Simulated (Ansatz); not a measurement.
CH11NOSi3, SMILES O[SiH2]C[SiH2]N[SiH3].

Geometry: TPSSh-D3(BJ)/def2-SVP. This is a generated structure with no PubChem entry under its InChIKey; it may be hypothetical. Other conformers were not sampled.

Two levels are set side by side: PBE/def2-SVPD (Ansatz, an electronic-structure program) and PBE0/def2-SVPD (Ansatz). Energy differences of separate SCF runs at the same geometry; the states with an electron removed or added have multiplicity 2 and 2. Differences are taken from unrounded values.

```csv
quantity,PBE
vertical ionisation energy (eV),9.03
vertical singlet–triplet gap (eV),5.38
```

These are the PBE values. What does PBE0 give? (The exact figures need the calculation; the answer reports its results.)


| quantity | PBE0 | PBE minus PBE0 |
|---|---|---|
| vertical ionisation energy (eV) | 9.49 | -0.47 |
| vertical singlet–triplet gap (eV) | 5.86 | -0.49 |
